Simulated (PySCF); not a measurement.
# Do core-level shifts follow atomic charges?

Species: C6H6Se.
SMILES with atom numbers: `[SeH:1][c:2]1[cH:3][cH:4][cH:5][cH:6][cH:7]1`

Binding energies: PySCF 2.14.0, delta-SCF UKS SCAN, pcX-2 on the ionised atom, pcseg-1 elsewhere, spin-free X2C. Charges: PBE0/pcSseg-1 ground-state density, for the ionised atom.

| atom | environment | C 1s (eV) | Mulliken (e) | IAO (e) | Hirshfeld (e) | ESP (e) |
| --- | --- | --- | --- | --- | --- | --- |
| C5 | aromatic CH carbon | 290.05 | -0.083 | -0.161 | -0.054 | +0.077 |
| C3 | aromatic CH carbon | 290.20 | -0.002 | -0.163 | -0.062 | +0.089 |
| C4 | aromatic CH carbon | 290.31 | -0.095 | -0.140 | -0.045 | -0.360 |
| C2 | substituted aromatic carbon | 290.85 | -0.319 | -0.122 | -0.031 | -0.281 |

Q: Give the correlation coefficient and slope of binding energy on charge for each scheme.

A: IAO: r = 0.92, slope 16.8 eV per e; Hirshfeld: r = 0.88, slope 22.7 eV per e; ESP: r = -0.65, slope -1.0 eV per e; Mulliken: r = -0.91, slope -2.3 eV per e. IAO charges have the highest r, on only 4 points.

Q: The point-charge model writes a binding energy as kq + V + constant, with V the potential of the other atoms' charges at the site. What does it give with the Mulliken charges?

A: V = Σ 14.40 eV Å × q/r over all other atoms: +0.12 eV at C5, -1.77 eV at C3, +0.35 eV at C4, +1.47 eV at C2. Fitting binding energy − V to q gives k = 6.5 eV per e and leaves an rms residual of 0.63 eV, against 0.13 eV for the fit on q alone. The model has no term for differences in relaxation between sites.

The unrestricted hole states depart most from a pure doublet (⟨S²⟩ = 0.75; over 0.85 named) for C 1s of C2 (0.87), which makes this value less certain. The structure is a single PBE0-D3(BJ)/def2-SVP conformer in the gas phase; no vibrational or solvent corrections.

Shape of the structure used: `[SeH:1][c:2]1[cH:3][cH:4][cH:5][cH:6][cH:7]1`: H–Se1–C2–C3 180°.
